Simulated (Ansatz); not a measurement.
trans-NiH2(PF3)2 (NiP2H2F6). Total charge 0; singlet. Geometry B3LYP-D4/def2-SVP.

| atom | x (Å) | y (Å) | z (Å) |
| --- | --- | --- | --- |
| F1 | 1.6442 | -1.4772 | 2.1810 |
| F2 | -0.6849 | -1.5851 | 2.7161 |
| F3 | 0.4896 | 0.4626 | 3.0619 |
| F4 | -0.3897 | -0.4827 | -3.0474 |
| F5 | 0.6386 | 1.6448 | -2.7002 |
| F6 | -1.6890 | 1.3911 | -2.2268 |
| Ni7 | -0.0028 | 0.0150 | 0.0054 |
| P8 | 0.3219 | -0.6387 | 1.9344 |
| P9 | -0.3236 | 0.6419 | -1.9327 |
| H10 | 1.2619 | 0.7945 | 0.2161 |
| H11 | -1.2664 | -0.7662 | -0.2077 |

The restricted singlet is unstable towards broken spin symmetry in Hartree–Fock (as tested in another run); at HF/STO-3G, PBE-D4/def2-SVP, r2SCAN-D4/def2-TZVP, PBE0-D4/def2-SVP and others this wasn't settled. Another isomer (singlet) lies 0.55 eV lower at PBE0-D4/def2-TZVP; other spin states weren't run for this one.

**Question.** Estimate the orbital energies around the gap (eV) in Ansatz with HF/STO-3G, PBE-D4/def2-SVP, r2SCAN-D4/def2-TZVP, PBE0-D4/def2-SVP, BHLYP-D4/def2-TZVP.

**Answer.** 
```
orbital  HF/STO-3G  PBE-D4/def2-SVP  r2SCAN-D4/def2-TZVP  PBE0-D4/def2-SVP  BHLYP-D4/def2-TZVP
 HOMO−5     -13.37            -8.92                -9.54            -10.53              -12.03
 HOMO−4     -13.36            -7.24                -8.02             -9.37              -11.81
 HOMO−3     -12.66            -7.05                -7.58             -8.62              -11.13
 HOMO−2     -11.89            -6.67                -7.34             -8.24              -11.02
 HOMO−1     -11.17            -5.68                -6.66             -8.20              -10.17
   HOMO      -4.97            -5.61                -6.28             -7.73               -9.38
   LUMO       5.93            -2.78                -3.04             -2.04               -1.40
 LUMO+1       8.15            -2.36                -2.48             -1.28               -0.13
 LUMO+2       9.13            -0.70                -0.84              0.09                0.76
 LUMO+3       9.22            -0.57                -0.73              0.32                1.02
 LUMO+4       9.47            -0.04                -0.02              0.95                1.70
 LUMO+5      11.51             0.68                 1.05              1.41                1.96
```
